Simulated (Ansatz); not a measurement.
Computed with Ansatz.

Basis-set series for CH$_{6}$OSi$_{2}$, SMILES `O[SiH]1C[SiH2]1`. Total charge 0; spin multiplicity 1. All single points use the PBE0-D4/def2-TZVP geometry. It is one conformer, not always the lowest.

```json
{"functional": "PBE0-D4", "basis": "def2-SVP", "functions": "94", "energy (Eh)": "-695.27089", "HOMO (eV)": "-6.12", "LUMO (eV)": "-0.83"}
{"functional": "PBE0-D4", "basis": "def2-TZVPP", "functions": "230", "energy (Eh)": "-695.62187", "HOMO (eV)": "-6.19", "LUMO (eV)": "-0.98"}
{"functional": "ωB97M-V", "basis": "def2-SVP", "functions": "94", "energy (Eh)": "-695.54301", "HOMO (eV)": "-8.09", "LUMO (eV)": "1.20"}
{"functional": "ωB97M-V", "basis": "def2-TZVPP", "functions": "230", "energy (Eh)": "-695.89950", "HOMO (eV)": "-8.20", "LUMO (eV)": "0.91"}
```

Task: Give the rows for def2-QZVPP. (Estimate.)

Result: The calculation gave: 
| functional | basis | functions | energy (Eh) | HOMO (eV) | LUMO (eV) |
| --- | --- | --- | --- | --- | --- |
| PBE0-D4 | def2-QZVPP | 434 | -695.64837 | -6.21 | -1.04 |
| ωB97M-V | def2-QZVPP | 434 | -695.92449 | -8.22 | 0.75 |

Positive LUMOs are unbound and depend on the basis.
